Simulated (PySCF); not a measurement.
BCl2(OEt), C₂H₅BCl₂O.
InChI=1S/C2H5BCl2O/c1-2-6-3(4)5/h2H2,1H3

The closed-shell ground state was solved at several levels (PySCF, density fitting, gas phase, non-relativistic). One conformer (not necessarily the lowest) at the PBE0-D3(BJ)/def2-SVP geometry, without solvent, vibrations or thermal averaging.

| level | basis functions | total energy (Eh) | HOMO (eV) | LUMO (eV) | gap (eV) | dipole (D) |
| --- | --- | --- | --- | --- | --- | --- |
| wB97X-D/def2-SVPD | 177 | -1099.3760 | -10.84 | 1.50 | 12.34 | 2.72 |
| B3LYP/pcSseg-1 | 141 | -1099.8147 | -8.63 | -0.37 | 8.26 | 2.78 |

(1) Estimate the row for PBE0/pcSseg-1, a basis of 141 functions; the other rows only guide the guess.

(2) Over all these levels, which gives the widest orbital gap and which the narrowest?

(3) How far do the dipole and the HOMO energy spread over the levels?

Results:

(1) Total energy -1099.2602 Eh, HOMO -8.96 eV, LUMO -0.19 eV, gap 8.77 eV, dipole 2.82 D.

(2) wB97X-D/def2-SVPD (range-separated hybrid) has the widest, 12.34 eV, and B3LYP/pcSseg-1 (global hybrid, 20 % exact exchange) the narrowest, 8.26 eV. Functional and basis both differ between the two, so the spread mixes both effects.

(3) The dipole runs from 2.72 to 2.82 D (mean 2.77 D) and the HOMO from -10.84 to -8.63 eV.

The pairwise dispersion term of wB97X-D wasn't added to the energies; at a given geometry it leaves orbitals and properties as they are.
